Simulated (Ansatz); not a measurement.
The cluster Li4H⁺, relaxed as a singlet with RKS PBE0-D4/def2-TZVP in Ansatz, starting from the GFN1-xTB geometry. Force threshold 0.02 eV/Å.

The structure comes from a short search, and lower isomers may exist.

Start:

```xyz
5

Li   -0.254   -1.631   -0.791
Li   -0.255    0.062    1.358
Li   -1.921    0.227   -1.040
Li    1.142    0.674   -0.596
H     1.288    0.668    1.070
```

(1) Estimate the energy that the relaxation releases and the steps that it takes.

(2) Does the start keep its bonding and symmetry?

(3) Predict the relaxed structure.

Answers

(1) 10.9 kcal/mol, in 7 steps; 2.4 s on 4 threads of Arm Neoverse V2 on a shared host. No frequencies were taken in this run, so the end may be a saddle point.

(2) Bonds lost: Li1–Li2, Li1–Li4, Li2–Li3 (atoms count from 1). The end holds 2 separate pieces.

(3) 
Cartesian coordinates in Å:
```
Li -0.4498 -2.1139 -1.0155
Li -0.0767 0.0669 1.6420
Li -2.0545 0.3057 -1.1900
Li 1.3297 0.8400 -0.5447
H 1.2513 0.9013 1.1083
```
Bond lengths (bridged metal pairs left out): 1 × Li–Li 2.91 Å; 2 × H–Li 1.66 Å.
